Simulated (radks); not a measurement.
Spherical quantum dot in the effective-mass picture: electrons in a parabolic well V = omega^2 r^2 / 2 with omega = 0.135, all in effective atomic units (hartree* = m*/eps^2 hartree, bohr* = eps/m* bohr), one dielectric constant everywhere. Method: non-relativistic Kohn-Sham, PBEsol, spin-polarised, spherical densities; computed with a radial shooting solver with Libxc functionals. Levels are named by radial order and angular momentum (1s, 1p, 1d, 2s, ...), and open shells are averaged over m. Results are scaled to m* = 0.09 and eps = 13.2, for which hartree* = 14.06 meV and bohr* = 7.761 nm.

N = 8, configuration 1s2 1p6. This is the lowest configuration that the search found. Occupied levels:

| level | occupation | eigenvalue (meV) | <r> (nm) |
|---|---|---|---|
| 1s | 2 | 20.175 | 39.29 |
| 1p | 6 | 20.884 | 46.10 |

Energy (meV): total 99.7793, kinetic 8.4769, external 36.587, Hartree 70.630, exchange-correlation -15.915.

Electron density:

| r (nm) | n(r) (e/nm^3) |
|---|---|
| 4.19 | 5.956e-06 |
| 8.85 | 6.710e-06 |
| 13.5 | 7.872e-06 |
| 18.2 | 9.239e-06 |
| 22.8 | 0.00001056 |
| 27.5 | 0.00001155 |
| 32.2 | 0.00001196 |
| 36.8 | 0.00001162 |
| 41.5 | 0.00001049 |
| 46.1 | 8.716e-06 |
| 50.8 | 6.589e-06 |
| 55.5 | 4.484e-06 |
| 60.1 | 2.707e-06 |
| 64.8 | 1.438e-06 |
| 69.4 | 6.765e-07 |
| 74.1 | 2.854e-07 |
| 78.8 | 1.081e-07 |
| 83.4 | 3.655e-08 |
| 88.1 | 1.103e-08 |
| 92.7 | 2.976e-09 |
